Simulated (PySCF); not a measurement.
trans-(1S,2S)-1,2-dimethylcyclopropane (C5H10), SMILES C[C@H]1C[C@@H]1C.

Geometry: PBE0-D3(BJ)/def2-SVP.

Method: TDDFT-ωB97X/def2-SVPD (PySCF).

Vertical excitations.  State labels are in the subgroup C2.

Computed lowest excited states:
| state | symmetry | energy (eV) | λ (nm) | f | main pairs |
|---|---|---|---|---|---|
| S1 | A | 8.28 | 150 | 0.016 | HOMO→LUMO 87 % |
| S2 | B | 8.44 | 147 | 0.004 | HOMO→LUMO+2 43 %, HOMO−1→LUMO 30 %, HOMO→LUMO+1 19 % |
| S3 | B | 8.56 | 145 | 0.002 | HOMO−1→LUMO 51 %, HOMO→LUMO+1 29 % |
| S4 | A | 8.74 | 142 | 0.019 | HOMO−1→LUMO+2 45 %, HOMO−1→LUMO+1 44 % |
| S5 | B | 8.96 | 138 | 0.038 | HOMO→LUMO+2 40 %, HOMO→LUMO+1 39 % |
| S6 | A | 9.08 | 137 | 0.022 | HOMO→LUMO+3 91 % |
| S7 | B | 9.28 | 134 | 0.010 | HOMO−1→LUMO+3 85 % |
| S8 | A | 9.29 | 133 | 0.000 | HOMO−1→LUMO+2 41 %, HOMO−1→LUMO+1 38 %, HOMO−1→LUMO+5 8 % |
| S9 | A | 9.85 | 126 | 0.031 | HOMO→LUMO+4 71 % |
| S10 | B | 9.92 | 125 | 0.048 | HOMO→LUMO+5 74 % |
| T1 | A | 8.19 | 151 | 0 | HOMO→LUMO 83 % |
| T2 | B | 8.31 | 149 | 0 | HOMO→LUMO+2 50 %, HOMO→LUMO+1 21 %, HOMO−1→LUMO 18 % |
| T3 | B | 8.46 | 147 | 0 | HOMO−1→LUMO 59 %, HOMO→LUMO+1 19 % |
| T4 | A | 8.62 | 144 | 0 | HOMO−1→LUMO+2 43 %, HOMO−1→LUMO+1 43 % |
Triplets are in the Tamm–Dancoff approximation, which puts them higher than full response would, so one can lie above its singlet here.
